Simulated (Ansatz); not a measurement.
Al3O3⁺. The state is a singlet with charge 1. Geometry r2SCAN-D4/def2-SVP; atoms count from 1.

Cartesian coordinates in Å:
```
Al -0.7888 1.2154 0.9511
Al 0.2337 0.2459 -1.7001
Al 0.5555 -1.4612 0.7487
O -0.5469 1.4390 -0.7372
O 0.7770 -1.1969 -0.9366
O -0.2304 -0.2423 1.6741
```

The restricted singlet is unstable towards broken spin symmetry in Hartree–Fock (as tested in another run); at PBE0-D4/def2-TZVP this wasn't settled. The structure comes from a short search, and lower isomers may exist.

**Question.** Estimate the Mulliken populations from the PBE0/def2-TZVP orbitals of Ansatz.

**Answer.** 
```json
{"atom": "Al1", "charge (e)": "0.64"}
{"atom": "Al2", "charge (e)": "0.64"}
{"atom": "Al3", "charge (e)": "0.64"}
{"atom": "O4", "charge (e)": "-0.31"}
{"atom": "O5", "charge (e)": "-0.31"}
{"atom": "O6", "charge (e)": "-0.31"}
```
Mulliken values depend strongly on the basis.

**Question.** And the Mayer bond orders between heavy atoms (over 0.3)?

**Answer.** Al1–Al2 0.42 (3.00 Å); Al1–Al3 0.42 (3.00 Å); Al1–O4 1.18 (1.72 Å); Al1–O6 1.18 (1.72 Å); Al2–Al3 0.42 (3.00 Å); Al2–O4 1.18 (1.72 Å); Al2–O5 1.18 (1.72 Å); Al3–O5 1.18 (1.72 Å); Al3–O6 1.18 (1.72 Å).
